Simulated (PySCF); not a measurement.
Computed IR spectrum (relative IR intensity) of a molecule C₂H₈O₂Si. The structure is a stationary point at PBE-D3(BJ)/def2-SVP. One conformer was computed; it need not be the lowest. The numbers are results of PBE-D3(BJ)/def2-SVP run with PySCF 2.14.0, not measurements. Frequencies are harmonic and unscaled.

Lines under 2 % of the strongest are left out, and lines within 2 cm⁻¹ are merged.

ν (cm⁻¹): 164 (w), 278 (vw), 288 (vw), 355 (m), 407 (m), 522 (s), 549 (m), 677 (m), 706 (w), 806 (m), 850 (m), 882 (m), 937 (m), 962 (vs), 977 (vs), 1042 (s), 1067 (vw), 1190 (w), 1239 (w), 1330 (vw), 1351 (m), 1406 (w), 1422 (vw), 2111 (vs), 2174 (s), 2954 (w), 2983 (w), 3039 (w), 3056 (w), 3624 (s), 3666 (w) (against the strongest line: vs over 80 %, s over 45 %, m over 15 %, w over 4 %, vw less)

Question: Which structure fits?
(A) C[C@H](O)[SiH2]O
(B) CC[SiH](O)O
(C) C[Si@H](O)CO
(D) OCC[SiH2]O

Answer: A, C[C@H](O)[SiH2]O
